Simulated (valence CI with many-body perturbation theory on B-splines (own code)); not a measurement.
# Energy levels of Tl⁶⁶⁺

Level of theory: relativistic CI+MBPT: five valence electrons over a frozen Dirac-Fock core [Ne], a basis of 11 s, 11 p, 10 d, 8 f, 5 g, 2 h functions for each j, with the one-electron correlation potential Σ1, the two-electron term Σ2, the three-electron term Σ3, Breit, model QED; selected CI, second order for the rest, scaled by the run's own slope (own B-spline code, finite nucleus).

The last digits are not significant, and no measured levels were compared; by estimate large intervals hold to a few tenths of a per cent, small ones and those within an open d or f shell to about a per cent. Among the levels kept, up to 3300 cm⁻¹ of a level comes from second order outside the variational space, and about a tenth of that is noise between levels of different J, which matters for small intervals.

Levels 1 to 45 of 170, with energies above the lowest level, (3s^2 3p1/2^2 3p3/2) J=3/2. "Leading %" is the weight of the configuration and term that name the level; weights of strongly mixed levels are sums over their largest components and can fall short. In the jj column 3d3/2^4 stands for four electrons in 3d with j = 3/2. Lifetimes count E1, E2, E3, M1 and M2 decay at the calculated energies, and are blank where another channel may lead or the interval is too uncertain; long ones can be off by a factor of two.

| No. | Configuration | Term | J | E (Ry) | Leading % | Leading jj | Second component | Lifetime |
| --- | --- | --- | --- | --- | --- | --- | --- | --- |
| 1 | 3s2.3p3 | 2P° | 3/2 | 0.000 | 49 | 3s^2 3p1/2^2 3p3/2 (100 %) | 27 % 3s2.3p3 2D° |  |
| 2 | 3s2.3p2.3d | 2D | 3/2 | 18.971 | 42 | 3s^2 3p1/2^2 3d3/2 (100 %) | 33 % 3s2.3p2.3d 4F | 61.8 ps |
| 3 | 3s2.3p2.3d | 2D | 5/2 | 29.193 | 35 | 3s^2 3p1/2^2 3d5/2 (99 %) | 19 % 3s2.3p2.3d 4D | 2.54 ps |
| 4 | 3s2.3p3 | 4S° | 3/2 | 39.282 | 55 | 3s^2 3p1/2 3p3/2^2 (99 %) | 44 % 3s2.3p3 2D° | 690 ps |
| 5 | 3s2.3p3 | 2D° | 5/2 | 40.231 | 99 | 3s^2 3p1/2 3p3/2^2 (99 %) |  | 1.34 ns |
| 6 | 3s2.3p3 | 2P° | 1/2 | 41.509 | 99 | 3s^2 3p1/2 3p3/2^2 (99 %) |  | 1.19 ns |
| 7 | 3s.3p4 | 4P | 5/2 | 54.148 | 65 | 3s 3p1/2^2 3p3/2^2 (93 %) | 28 % 3s.3p4 2D | 1.40 ps |
| 8 | 3s.3p4 | 2P | 3/2 | 56.479 | 32 | 3s 3p1/2^2 3p3/2^2 (63 %) | 22 % 3s.3p4 2D | 605 fs |
| 9 | 3s.3p4 | 2S | 1/2 | 56.749 | 54 | 3s 3p1/2^2 3p3/2^2 (83 %) | 22 % 3s.3p4 4P | 725 fs |
| 10 | 3s2.3p2.3d | 4F | 5/2 | 58.005 | 47 | 3s^2 3p1/2 3p3/2 3d3/2 (99 %) | 44 % 3s2.3p2.3d 2F | 83.2 ps |
| 11 | 3s2.3p2.3d | 4D | 1/2 | 58.299 | 79 | 3s^2 3p1/2 3p3/2 3d3/2 (98 %) | 14 % 3s2.3p2.3d 2P | 67.8 ps |
| 12 | 3s2.3p2.3d | 4F | 3/2 | 58.352 | 31 | 3s^2 3p1/2 3p3/2 3d3/2 (90 %) | 28 % 3s2.3p2.3d 4D | 1.56 ps |
| 13 | 3s2.3p2.3d | 2G | 7/2 | 59.009 | 55 | 3s^2 3p1/2 3p3/2 3d3/2 (99 %) | 25 % 3s2.3p2.3d 2F | 443 ps |
| 14 | 3s2.3p2.3d | 2D | 5/2 | 61.506 | 37 | 3s^2 3p1/2 3p3/2 3d3/2 (95 %) | 25 % 3s2.3p2.3d 2F | 156 fs |
| 15 | 3s2.3p2.3d | 2P | 1/2 | 62.439 | 38 | 3s^2 3p1/2 3p3/2 3d3/2 (86 %) | 29 % 3s2.3p2.3d 4P | 112 fs |
| 16 | 3s2.3p2.3d | 2D | 3/2 | 62.571 | 26 | 3s^2 3p1/2 3p3/2 3d3/2 (74 %) | 21 % 3s2.3p2.3d 4P | 77.1 fs |
| 17 | 3s2.3p2.3d | 4D | 7/2 | 67.117 | 48 | 3s^2 3p1/2 3p3/2 3d5/2 (100 %) | 37 % 3s2.3p2.3d 4F | 414 ps |
| 18 | 3s2.3p2.3d | 2G | 9/2 | 68.166 | 64 | 3s^2 3p1/2 3p3/2 3d5/2 (100 %) | 36 % 3s2.3p2.3d 4F | 31.4 ns |
| 19 | 3s2.3p2.3d | 2P | 3/2 | 68.215 | 46 | 3s^2 3p1/2 3p3/2 3d5/2 (98 %) | 23 % 3s2.3p2.3d 4P | 2.89 ps |
| 20 | 3s2.3p2.3d | 2F | 5/2 | 68.494 | 39 | 3s^2 3p1/2 3p3/2 3d5/2 (98 %) | 24 % 3s2.3p2.3d 2D | 3.54 ps |
| 21 | 3s2.3p2.3d | 2D | 5/2 | 70.016 | 41 | 3s^2 3p1/2 3p3/2 3d5/2 (96 %) | 37 % 3s2.3p2.3d 4P | 957 fs |
| 22 | 3s2.3p2.3d | 2F | 7/2 | 70.205 | 65 | 3s^2 3p1/2 3p3/2 3d5/2 (98 %) | 17 % 3s2.3p2.3d 4F | 1.34 ps |
| 23 | 3s2.3p2.3d | 2D | 3/2 | 70.924 | 60 | 3s^2 3p1/2 3p3/2 3d5/2 (99 %) | 23 % 3s2.3p2.3d 2P | 1.80 ps |
| 24 | 3s2.3p2.3d | 2P | 1/2 | 71.220 | 55 | 3s^2 3p1/2 3p3/2 3d5/2 (97 %) | 37 % 3s2.3p2.3d 2S | 1.30 ps |
| 25 | 3s.3p3.3d | 4D° | 5/2 | 72.805 | 29 | 3s 3p1/2^2 3p3/2 3d3/2 (96 %) | 18 % 3s.3p3.3d 6D° | 16.5 ps |
| 26 | 3s.3p3.3d | 4D° | 3/2 | 72.971 | 28 | 3s 3p1/2^2 3p3/2 3d3/2 (96 %) | 21 % 3s.3p3.3d 6D° | 5.73 ps |
| 27 | 3s.3p3.3d | 4P° | 1/2 | 73.180 | 46 | 3s 3p1/2^2 3p3/2 3d3/2 (98 %) | 27 % 3s.3p3.3d 6D° | 16.3 ps |
| 28 | 3s.3p3.3d | 2F° | 7/2 | 73.717 | 24 | 3s 3p1/2^2 3p3/2 3d3/2 (96 %) | 22 % 3s.3p3.3d 4F° | 14.9 ps |
| 29 | 3s.3p3.3d | 2D° | 3/2 | 75.174 | 29 | 3s 3p1/2^2 3p3/2 3d3/2 (83 %) | 11 % 3s.3p3.3d 4D° | 759 fs |
| 30 | 3s.3p3.3d | 2F° | 5/2 | 75.954 | 20 | 3s 3p1/2^2 3p3/2 3d3/2 (71 %) | 17 % 3s.3p3.3d 4G° | 477 fs |
| 31 | 3s.3p3.3d | 4D° | 1/2 | 76.388 | 41 | 3s 3p1/2^2 3p3/2 3d3/2 (86 %) | 26 % 3s.3p3.3d 2P° | 361 fs |
| 32 | 3s2.3p.3d2 | 4G° | 5/2 | 78.263 | 37 | 3s^2 3p1/2 3d3/2^2 (70 %) | 26 % 3s2.3p.3d2 2F° | 204 fs |
| 33 | 3s2.3p3 | 2P° | 3/2 | 80.957 | 50 | 3s^2 3p3/2^3 (98 %) | 28 % 3s2.3p3 2D° | 57.0 ps |
| 34 | 3s2.3p.3d2 | 2P° | 1/2 | 81.758 | 40 | 3s^2 3p1/2 3d3/2^2 (86 %) | 34 % 3s2.3p.3d2 4D° | 119 fs |
| 35 | 3s.3p3.3d | 4F° | 9/2 | 81.914 | 50 | 3s 3p1/2^2 3p3/2 3d5/2 (99 %) | 27 % 3s.3p3.3d 6D° | 20.1 ps |
| 36 | 3s2.3p.3d2 | 2D° | 3/2 | 82.059 | 35 | 3s^2 3p1/2 3d3/2^2 (83 %) | 28 % 3s2.3p.3d2 4F° | 76.4 fs |
| 37 | 3s.3p3.3d | 4D° | 5/2 | 83.339 | 29 | 3s 3p1/2^2 3p3/2 3d5/2 (97 %) | 20 % 3s.3p3.3d 4P° | 1.31 ps |
| 38 | 3s.3p3.3d | 4D° | 7/2 | 83.913 | 32 | 3s 3p1/2^2 3p3/2 3d5/2 (93 %) | 21 % 3s.3p3.3d 2F° | 1.76 ps |
| 39 | 3s.3p3.3d | 2D° | 3/2 | 84.234 | 35 | 3s 3p1/2^2 3p3/2 3d5/2 (90 %) | 17 % 3s.3p3.3d 4D° | 914 fs |
| 40 | 3s.3p3.3d | 2F° | 7/2 | 85.268 | 29 | 3s 3p1/2^2 3p3/2 3d5/2 (86 %) | 17 % 3s.3p3.3d 4D° | 415 fs |
| 41 | 3s.3p3.3d | 2P° | 1/2 | 86.094 | 47 | 3s 3p1/2^2 3p3/2 3d5/2 (96 %) | 32 % 3s.3p3.3d 4D° | 1.78 ps |
| 42 | 3s.3p3.3d | 2F° | 5/2 | 86.413 | 19 | 3s 3p1/2^2 3p3/2 3d5/2 (76 %) | 17 % 3s.3p3.3d 2D° | 577 fs |
| 43 | 3s.3p3.3d | 2P° | 3/2 | 86.606 | 19 | 3s 3p1/2^2 3p3/2 3d5/2 (83 %) | 12 % 3s.3p3.3d 4P° | 471 fs |
| 44 | 3s2.3p.3d2 | 4G° | 7/2 | 87.428 | 53 | 3s^2 3p1/2 3d3/2 3d5/2 (96 %) | 14 % 3s2.3p.3d2 2G° | 1.67 ps |
| 45 | 3s2.3p.3d2 | 2D° | 5/2 | 87.769 | 24 | 3s^2 3p1/2 3d3/2 3d5/2 (94 %) | 19 % 3s2.3p.3d2 4G° | 1.21 ps |

The ionisation energy to 3s2.3p2 3P_0 of the next ion comes out as 7567.6 eV (NIST: 7570 ± 40 eV (theoretical)). All 170 levels together are meant to be complete up to 136.771 Ry.
